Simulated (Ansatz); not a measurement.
Computed with Ansatz on PBE0-D4/def2-TZVP structures; ΔE is electronic, products minus reactants. CCSD(T)/CBS is the MP2 limit (def2-TZVPP, def2-QZVPP) plus CCSD(T) − MP2 in def2-TZVPP, frozen cores. This one scheme is used for every species. For Ga outer-core shells are correlated without core-valence functions, which leaves a few kJ/mol of doubt a bond. Scalar relativity is left out up to krypton. One conformer a species, not always the lowest.

Consider the formal hydrolysis of a Ga–F bond: `[F][Ga]([Cl])[Cl]` + H₂O → `[OH][Ga]([Cl])[Cl]` + H–F.

`[F][Ga]([Cl])[Cl]`:

Cartesian coordinates in Å:
```
F 0.257 -0.178 -1.771
Ga 0.009 -0.006 -0.064
Cl -1.240 -1.394 0.906
Cl 0.974 1.578 0.929
```

H₂O:

```xyz
3

O    -0.112    0.363    0.085
H    -0.543   -0.455    0.340
H     0.655    0.092   -0.425
```

`[OH][Ga]([Cl])[Cl]`:

Z-matrix (Å, degrees):
```
Ga
O 1 1.765
Cl 1 2.123 2 120.6
Cl 1 2.109 2 118.8 3 -180.0
H 2 0.961 1 112.9 3 -0.1
```

H–F:

Z-matrix (Å, degrees):
```
F
H 1 0.920
```

```tsv
species	CCSD/def2-SVP energy (Eh)
`[F][Ga]([Cl])[Cl]`	-2941.89666
H₂O	-76.17170
`[OH][Ga]([Cl])[Cl]`	-2917.92086
H–F	-100.13731
```

Work out ΔE.

ΔE = (-2917.92086) + (-100.13731) − (-2941.89666) − (-76.17170) = 0.01019 Eh = +6.4 kcal/mol. CCSD(T)/CBS gives +3.7 kcal/mol.

Largest T1 diagnostic among the species: 0.012.

The D4 term adds −0.7 kcal/mol with B3LYP and −0.4 kcal/mol with PBE0; it sums over pairs of atoms, weighted by their polarisabilities, and B3LYP, whose exchange is more repulsive, gets the larger term. In def2-TZVPP, CCSD(T) changes the Hartree–Fock value by −2.9 kcal/mol (the triples alone add −0.4 kcal/mol) and MP2 by −3.5 kcal/mol. Leaving LDA and LC-ωPBE aside and taking each functional with its dispersion term where it has one, the values, not all of them listed here, spread over 1.8 kcal/mol, from PBE-QIDH to B97M-V. LDA lies −1.6 kcal/mol from PBE without D4.

B3LYP here is the variant with VWN-RPA as its local correlation; programs differ in this.
